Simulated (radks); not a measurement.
The mean radii <r> (bohr) of the occupied orbitals of an atom or ion are listed with their occupations. Method: scalar-relativistic Kohn-Sham, PBE, spin-unpolarised, spherical densities, point nucleus; computed with a radial shooting solver on a logarithmic mesh with Libxc functionals.

orbital  occ.      <r>
1s          2  0.02659
2s          2   0.1103
2p          3  0.09563

Name the element and its charge.

Answer. Z = 54, xenon, charge +47: Xe47+ in [He] 2s2 2p3. The 1s radius gives Z: for a bare nucleus <r> = (2 gamma + 1)/(2Z) with gamma = sqrt(1 - (Z/c)^2), 0.02628 bohr for Z = 54, and screening makes it slightly larger (0.02659 here). The occupations add up to 7, and the charge is Z minus that.
